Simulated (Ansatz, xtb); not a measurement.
## Two structures of C3H7BO2

Structure I: a singlet given by its coordinates. Structure II: `B[C@@H]1O[C@@H]1OC`, a singlet. Both are isolated molecules in the gas phase, relaxed with B3LYP-D3(BJ)/def2-SVP; the shapes shown needn't be the lowest conformers.

I (Å):

```xyz
13

C    -0.1929   -0.2337    1.4559
C     0.7769    1.9598    0.7884
C     0.7210   -1.3532    1.6085
B    -1.4242    0.6297    1.8140
O     0.2483    1.1426    1.8380
O     0.3624   -0.7781    0.3242
H    -1.8653    0.6273    2.9335
H    -2.0012    1.1800    0.9087
H     0.1634    1.8888   -0.1218
H     1.8057    1.6446    0.5612
H     0.7743    2.9918    1.1631
H     1.7515   -1.1608    1.9302
H     0.3326   -2.3610    1.7969
```

Close contacts (Å): C1–C3 1.45, C1–B4 1.55, C1–O5 1.49, C1–O6 1.37, C2–O5 1.43, C3–O6 1.45, B4–O5 1.75, C2–H9 1.10, C2–H10 1.10, C2–H11 1.10, C3–H12 1.10, C3–H13 1.10, B4–H7 1.20, B4–H8 1.21.

II (Å):

```xyz
13

C    -1.3670    0.1981    0.9434
C    -0.1809   -0.0098    1.8043
C     1.9891    0.7347    2.2415
B    -1.1211    0.7528   -0.4844
O    -1.0419    1.0404    2.0955
O     1.0540    0.2863    1.2771
H    -0.7315    1.8760   -0.6619
H    -1.3369    0.0269   -1.4247
H    -2.2027   -0.4924    1.1305
H    -0.1621   -0.8216    2.5528
H     2.9457    0.8865    1.7242
H     2.1305   -0.0159    3.0426
H     1.6666    1.6862    2.6983
```

Quicker runs give these differences E(II) − E(I): GFN2-xTB +2.7 kcal/mol; HF/STO-3G +3.6 kcal/mol (at GFN2-xTB geometries); r2SCAN-D4/def2-SVP −5.9 kcal/mol (at GFN2-xTB geometries).

Q: Which of the two would you expect CCSD(T)/def2-SVP + ΔMP2/def2-TZVPP electronic energies to favour?

A: Structure II; the calculation gives E(II) − E(I) = −4.7 kcal/mol.

How the difference moves with the method:

| level | geometry | E(II) − E(I) (kcal/mol) | departure from the last row (kcal/mol) | job, with rough time for the two |
| --- | --- | --- | --- | --- |
| GFN2-xTB | GFN2-xTB | +2.7 | +7.4 | optimisation, 1.4 s |
| HF/STO-3G | GFN2-xTB | +3.6 | +8.3 | single point, 2 s |
| r2SCAN-D4/def2-SVP | GFN2-xTB | −5.9 | −1.3 | single point, 9.9 s |
| B3LYP-D3(BJ)/def2-SVP | B3LYP-D3(BJ)/def2-SVP | −5.6 | −0.9 | optimisation, 4.5 min |
| HF/def2-SVP | B3LYP-D3(BJ)/def2-SVP | −14.3 | −9.6 | part of the CCSD(T) run |
| MP2/def2-SVP | B3LYP-D3(BJ)/def2-SVP | −4.5 | +0.2 | part of the CCSD(T) run |
| CCSD(T)/def2-SVP | B3LYP-D3(BJ)/def2-SVP | −4.9 | −0.2 | single point |
| CCSD(T)/def2-SVP + ΔMP2/def2-TZVPP | B3LYP-D3(BJ)/def2-SVP | −4.7 |  | single point, 2.2 min |

GFN2-xTB, HF/STO-3G put the two in the other order. The largest departure from CCSD(T)/def2-SVP + ΔMP2/def2-TZVPP is that of HF/def2-SVP, 9.6 kcal/mol. The last row adds to CCSD(T) the change of the MP2 difference between the two basis sets, here +0.2 kcal/mol.

With thermal terms from frequencies at re-optimised GFN2-xTB minima (ideal gas, soft modes damped towards free rotors, one conformer each, 298.15 K, 1 atm): the zero-point term adds −1.1 kcal/mol; ΔH is −5.4 and ΔG −6.5 kcal/mol.

The correlated steps freeze 6 core orbitals. Mirror images aren't counted in ΔG. Codes used: Ansatz 0.2.0, xtb 6.7.1; the last row on 2 threads of Intel(R) Xeon(R) Processor @ 2.50GHz (Skylake/Cascade Lake) on a shared host.
